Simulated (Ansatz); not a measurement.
Job for Ansatz (a first-principles code): R-CCSD(T)/def2-TZVPP on FeO2 (SMILES [O]=[Fe]=[O]), 2S+1 = 1, a spin state set in the input, which need not be the lowest.

Ansatz 0.2 input:
```yaml
crystal:
  periodic: [false, false, false]
  atoms:
    - {symbol: Fe, position_ang: [0.13424227, -0.09713333, 0.13161326]}
    - {symbol: O, position_ang: [1.07114373, 0.25321574, -1.05152828]}
    - {symbol: O, position_ang: [-1.23855471, -0.10881081, 0.84969539]}
basis:
  gaussian:
    orbitals: def2-TZVPP
magnetization: {spin_polarized: false}
correlation: {method: ccsd_t, electrons: valence}
```

Program output:

```
WARN ansatz: RAYON_NUM_THREADS=1 ignored (pool sized by the plan → 1); use --threads N
Functional definition: HF
integrals: 0.21 GiB planned
873 factors; integrals over basis functions are off by at most 9.7e-4 eV
mean field: 0.41 GiB planned
mean field evaluation 1: about -38413.7968 eV, gradient 5.5e1 eV
mean field evaluation 2: about -38414.1177 eV, gradient 5.5e1 eV
mean field evaluation 4: about -38417.9887 eV, gradient 1.7e1 eV
mean field evaluation 8: about -38418.3742 eV, gradient 9.1e-1 eV
mean field evaluation 16: about -38418.3865 eV, gradient 1.8e-6 eV
mean field evaluation 32: about -38418.4104 eV, gradient 2.7e-6 eV
mean field evaluation 64: about -38418.3865 eV, gradient 8.6e-5 eV
mean field evaluation 96: about -38416.8422 eV, gradient 7.4e-5 eV
mean field evaluation 128: about -38411.7800 eV, gradient 1.6e1 eV
mean field evaluation 160: about -38416.1826 eV, gradient 2.4e0 eV
mean field evaluation 192: about -38418.4102 eV, gradient 3.4e-2 eV
mean field evaluation 224: about -38418.4065 eV, gradient 2.5e-1 eV
mean field evaluation 256: about -38418.0111 eV, gradient 1.9e0 eV
mean field evaluation 288: about -38418.4094 eV, gradient 3.8e-4 eV
mean field evaluation 320: about -38416.8422 eV, gradient 1.6e-2 eV
mean field evaluation 352: about -38406.4990 eV, gradient 8.5e1 eV
mean field evaluation 384: about -38416.8413 eV, gradient 2.0e-1 eV
mean field evaluation 416: about -38416.8156 eV, gradient 3.7e-3 eV
mean field evaluation 448: about -38411.0127 eV, gradient 2.1e-1 eV
mean field evaluation 480: about -38408.9299 eV, gradient 8.2e0 eV
mean field evaluation 512: about -38403.7420 eV, gradient 2.1e1 eV
mean field evaluation 544: about -38415.8511 eV, gradient 1.5e0 eV
mean field evaluation 576: about -38411.3169 eV, gradient 3.4e0 eV
mean field evaluation 608: about -38402.1755 eV, gradient 7.5e1 eV
mean field evaluation 640: about -38418.3865 eV, gradient 8.5e-3 eV
mean field evaluation 672: about -38408.1165 eV, gradient 7.4e0 eV
mean field evaluation 704: about -38416.8156 eV, gradient 7.1e-3 eV
mean field evaluation 736: about -38411.2669 eV, gradient 3.1e0 eV
mean field evaluation 768: about -38408.9823 eV, gradient 3.1e-2 eV
mean field evaluation 800: about -38415.7938 eV, gradient 6.3e0 eV
mean field evaluation 832: about -38412.1070 eV, gradient 1.9e0 eV
mean field -38418.41036774 eV, -1411.8505400805 hartree, gradient 1.0e-6 eV, S^2 0.000000; 21 other end points of the search recorded, 0 dependent functions left out; unrestricted orbitals would lower it
mean field evaluation 864: about -38417.4205 eV, gradient 2.5e0 eV
mean field evaluation 896: about -38405.1902 eV, gradient 7.8e1 eV
mean field evaluation 928: about -38422.2902 eV, gradient 2.1e-2 eV
mean field evaluation 960: about -38422.9507 eV, gradient 5.0e-3 eV
mean field evaluation 992: about -38422.9511 eV, gradient 1.4e-2 eV
mean field evaluation 1024: about -38421.4639 eV, gradient 2.9e0 eV
mean field evaluation 1056: about -38422.4908 eV, gradient 8.4e-1 eV
mean field evaluation 1088: about -38422.6146 eV, gradient 9.8e-4 eV
mean field evaluation 1120: about -38416.2917 eV, gradient 2.1e0 eV
mean field evaluation 1152: about -38422.9474 eV, gradient 1.1e0 eV
mean field evaluation 1184: about -38419.9445 eV, gradient 2.0e0 eV
mean field evaluation 1216: about -38422.9499 eV, gradient 4.2e-3 eV
mean field evaluation 1248: about -38421.7222 eV, gradient 1.2e-3 eV
mean field evaluation 1280: about -38422.2910 eV, gradient 7.6e-3 eV
mean field evaluation 1312: about -38422.7233 eV, gradient 4.1e0 eV
mean field evaluation 1344: about -38422.9507 eV, gradient 1.1e-2 eV
mean field evaluation 1376: about -38422.9511 eV, gradient 5.0e-4 eV
mean field evaluation 1408: about -38422.9507 eV, gradient 7.7e-3 eV
mean field evaluation 1440: about -38422.9503 eV, gradient 5.3e-2 eV
mean field evaluation 1472: about -38422.9176 eV, gradient 1.6e0 eV
mean field evaluation 1504: about -38422.5326 eV, gradient 8.1e-1 eV
mean field evaluation 1536: about -38422.9511 eV, gradient 4.5e-3 eV
mean field evaluation 1568: about -38420.3135 eV, gradient 6.9e0 eV
mean field evaluation 1600: about -38422.9440 eV, gradient 1.6e-1 eV
mean field evaluation 1632: about -38418.3865 eV, gradient 1.7e-4 eV
mean field evaluation 1664: about -38418.4094 eV, gradient 9.0e-4 eV
mean field evaluation 1696: about -38418.4104 eV, gradient 2.4e-4 eV
mean field evaluation 1728: about -38418.3984 eV, gradient 1.1e0 eV
mean field evaluation 1760: about -38418.2597 eV, gradient 7.9e-1 eV
determinant -38418.41036774 eV, -1411.8505400805 hartree, with singles and doubles -38451.12356876 eV, -1413.0527280442 hartree
determinant -38418.40936806 eV, -1411.8505033432 hartree, with singles and doubles -38451.12250347 eV, -1413.0526888957 hartree
determinant -38418.38653250 eV, -1411.8496641517 hartree, with singles and doubles -38451.22697558 eV, -1413.0565281749 hartree
determinant -38416.84216649 eV, -1411.7929097475 hartree, with singles and doubles -38447.85113356 eV, -1412.9324682689 hartree
determinant -38416.81562154 eV, -1411.7919342386 hartree, with singles and doubles -38447.66007621 eV, -1412.9254470407 hartree
determinant -38416.65609094 eV, -1411.7860715972 hartree, with singles and doubles -38449.40464689 eV, -1412.9895588305 hartree
determinant -38416.13229066 eV, -1411.7668222922 hartree, with singles and doubles -38447.20010824 eV, -1412.9085435295 hartree
determinant -38415.88637705 eV, -1411.7577851336 hartree, with singles and doubles -38446.81452270 eV, -1412.8943735223 hartree
determinant -38412.46449091 eV, -1411.6320331374 hartree, with singles and doubles -38443.99453123 eV, -1412.7907407471 hartree
determinant -38418.41036774 eV, -1411.8505400805 hartree, with singles and doubles -38451.26180136 eV, -1413.0578079988 hartree
determinant -38418.40936806 eV, -1411.8505033432 hartree, with singles and doubles -38451.26180393 eV, -1413.0578080930 hartree
determinant -38418.38653250 eV, -1411.8496641517 hartree, with singles and doubles -38451.28180506 eV, -1413.0585431209 hartree
mean field evaluation 1792: about -38418.3865 eV, gradient 7.6e-6 eV
unrestricted determinant -38422.95108972 eV, -1412.0174085355 hartree, S^2 2.7000
7 core orbitals not correlated
reference -38418.38653250 eV, -1411.8496641516 hartree; 14, 14 occupied and 105, 105 virtual orbitals, 873 factors
second order -37.70495021 eV of doubles, -0.00000000 eV of singles
coupled cluster: 0.52 GiB planned
cycle   1  -32.89525217 eV  change    2.0e-5 eV  update   6.6e-6
coupled cluster: 0.52 GiB planned
perturbative correction -2.93235703 eV, -0.1077621331 hartree
Total energy: -38454.21414169 eV, -1413.1663045046 hartree
```

The calculation finished and met its thresholds.

Cost: very roughly 2.7 core-minutes.
